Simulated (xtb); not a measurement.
C₂H₄I (SMILES C[CH]I), doublet, from a rough starting geometry; GFN2-xTB (xtb 6.7.1).

Input for xtb:
```
$ xtb mol.xyz --gfn 2 --uhf 1 --opt vtight --json

# file mol.xyz
7

C     -0.66601370    -0.17380703     0.11365140
C      0.64957052     0.42397540    -0.10962604
I      2.32848194    -0.63380784    -0.38728783
H     -1.07206663     0.17476025     1.03585938
H     -1.36139677     0.07886743    -0.72353971
H     -0.61031613    -1.19734144     0.14813466
H      0.79677628     1.47281418    -0.03585559
```

Output, abridged:

```
   ID    Z sym.   atoms
    1    6 C      1, 2
    2   53 I      3
    3    1 H      4-7

           -------------------------------------------------
          |                Calculation Setup                |
           -------------------------------------------------

           -------------------------------------------------
          |                 G F N 2 - x T B                 |
           -------------------------------------------------

          ...................................................
          :                      SETUP                      :
          :.................................................:
          :  # basis functions                  22          :
          :  # atomic orbitals                  21          :
          :  # shells                           11          :
          :  # electrons                        19          :
          :  max. iterations                   250          :
          :  Hamiltonian                  GFN2-xTB          :
          :  restarted?                      false          :
          :  GBSA solvation                  false          :
          :  PC potential                    false          :
          :  electronic temp.          300.0000000     K    :
          :  accuracy                    1.0000000          :
          :  -> integral cutoff          0.2500000E+02      :
          :  -> integral neglect         0.1000000E-07      :
          :  -> SCF convergence          0.1000000E-05 Eh   :
          :  -> wf. convergence          0.1000000E-03 e    :
          :  Broyden damping             0.4000000          :
          :  net charge                          0          :
          :  unpaired electrons                  1          :
          ...................................................

 iter      E             dE          RMSdq      gap      omega  full diag
   1    -10.1584399 -0.101584E+02  0.550E+00    3.56       0.0  T
   2    -10.1638417 -0.540180E-02  0.300E+00    3.60       1.0  T
   3    -10.1628109  0.103080E-02  0.127E+00    3.21       1.0  T
   4    -10.1653606 -0.254971E-02  0.653E-01    3.41       1.0  T
   5    -10.1655028 -0.142169E-03  0.271E-01    3.37       1.0  T
   6    -10.1655251 -0.223068E-04  0.166E-01    3.37       1.0  T
   7    -10.1655427 -0.176101E-04  0.358E-02    3.34       1.1  T
   8    -10.1655429 -0.211814E-06  0.109E-02    3.34       3.5  T
   9    -10.1655429 -0.472470E-07  0.292E-03    3.34      12.9  T
[...]
 * total energy  :   -10.0507197 Eh     change       -0.4055581E-04 Eh
 * total energy  :   -10.0508735 Eh     change       -0.1538617E-03 Eh
 * total energy  :   -10.0509114 Eh     change       -0.3783851E-04 Eh
 * total energy  :   -10.0509954 Eh     change       -0.8399248E-04 Eh
 * total energy  :   -10.0510475 Eh     change       -0.5209428E-04 Eh
 * total energy  :   -10.0511280 Eh     change       -0.8048497E-04 Eh
 * total energy  :   -10.0511257 Eh     change        0.2250566E-05 Eh
 * total energy  :   -10.0511612 Eh     change       -0.3546147E-04 Eh
 * total energy  :   -10.0511647 Eh     change       -0.3519751E-05 Eh
 * total energy  :   -10.0511665 Eh     change       -0.1855479E-05 Eh
 * total energy  :   -10.0511668 Eh     change       -0.2688057E-06 Eh
 * total energy  :   -10.0511669 Eh     change       -0.6244432E-07 Eh
   *** GEOMETRY OPTIMIZATION CONVERGED AFTER 20 ITERATIONS ***
         :: total energy             -10.051166874306 Eh    ::
[...]
             Fermi-level           -0.3187893 Eh           -8.6747 eV

     #   Z          covCN         q      C6AA      α(0)
     1   6 C        3.844    -0.097    22.311     6.719
     2   6 C        2.865    -0.027    28.667     8.776
     3  53 I        1.059    -0.098   379.169    33.614
     4   1 H        0.924     0.054     2.268     2.355
     5   1 H        0.923     0.061     2.182     2.310
     6   1 H        0.925     0.060     2.195     2.317
     7   1 H        0.932     0.046     2.375     2.410

 Mol. C6AA /au·bohr⁶  :       1259.300255
 Mol. C8AA /au·bohr⁸  :      68267.629815
 Mol. α(0) /au        :         58.501353

Wiberg/Mayer (AO) data.
largest (>0.10) Wiberg bond orders for each atom

 ---------------------------------------------------------------------------
     #   Z sym  total        # sym  WBO       # sym  WBO       # sym  WBO
 ---------------------------------------------------------------------------
     1   6 C    3.996 --     2 C    1.101     6 H    0.975     4 H    0.966
                             5 H    0.935
     2   6 C    3.368 --     3 I    1.232     1 C    1.101     7 H    0.975
     3  53 I    1.296 --     2 C    1.232
     4   1 H    0.997 --     1 C    0.966
     5   1 H    0.993 --     1 C    0.935
     6   1 H    0.996 --     1 C    0.975
     7   1 H    0.998 --     2 C    0.975
 ---------------------------------------------------------------------------

Topologies differ in total number of bonds
Writing topology from bond orders to xtbtopo.mol

molecular dipole:
                 x           y           z       tot (Debye)
 q only:       -0.607       0.140       0.139
   full:       -0.994       0.398       0.209       2.773
molecular quadrupole (traceless):
                xx          xy          yy          xz          yz          zz
 q only:       -1.589       1.102       1.083       0.814      -0.214       0.506
  q+dip:       -4.658       3.395       3.059       2.522      -1.064       1.599
   full:       -4.086       2.657       2.497       2.102      -0.841       1.589

optimized geometry written to: xtbopt.xyz

           -------------------------------------------------
          | TOTAL ENERGY              -10.051166874306 Eh   |
          | GRADIENT NORM               0.000047284041 Eh/α |
          | HOMO-LUMO GAP               3.283532960799 eV   |
           -------------------------------------------------

normal termination of xtb
```
